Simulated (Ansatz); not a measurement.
Reactions of CH3BSTe (`[TeH]B1CS1`).

Computed with Ansatz on PBE0-D4/def2-TZVP structures; ΔE is electronic, products minus reactants. CCSD(T)/CBS adds triple-zeta CCSD(T) − MP2 to the extrapolated MP2 energy (def2 sets, frozen cores). This one scheme is used for every species. Functionals use def2-TZVPP. Elements past krypton have def2 core potentials. For Te outer-core shells are correlated without core-valence functions, which leaves a few kJ/mol of doubt a bond. Each species was taken in one conformer, which may not be the lowest.

| reaction | ωB97M-V (kcal/mol) | B2PLYP (kcal/mol) | CCSD(T)/CBS(def2) (kcal/mol) |
| --- | --- | --- | --- |
| `[TeH]B1CS1` + `FCS` → `FC(S)[TeH]` + `B1CS1` | 25.3 | 26.5 | 26.0 |
| `[TeH]B1CS1` + `Cl[SiH](Cl)Cl` → `Cl[Si](Cl)(Cl)[TeH]` + `B1CS1` | 0.7 | 2.7 | 1.7 |
| `[TeH]B1CS1` + HCl → `ClB1CS1` + H₂Te | -5.1 | -4.5 | -2.1 |
| `[TeH]B1CS1` + `[NH2][AlH][SiH2]O` → `[NH2][AlH][SiH2][TeH]` + `OB1CS1` | -12.6 | -10.8 | -10.5 |
| `[TeH]B1CS1` + `OC=S` → `OC(=S)[TeH]` + `B1CS1` | 21.5 | 21.1 | 21.5 |
| `[TeH]B1CS1` + H₂O → `OB1CS1` + H₂Te | -13.6 | -12.7 | -8.9 |

Largest T1 diagnostic: 0.018, for `OC=S`.
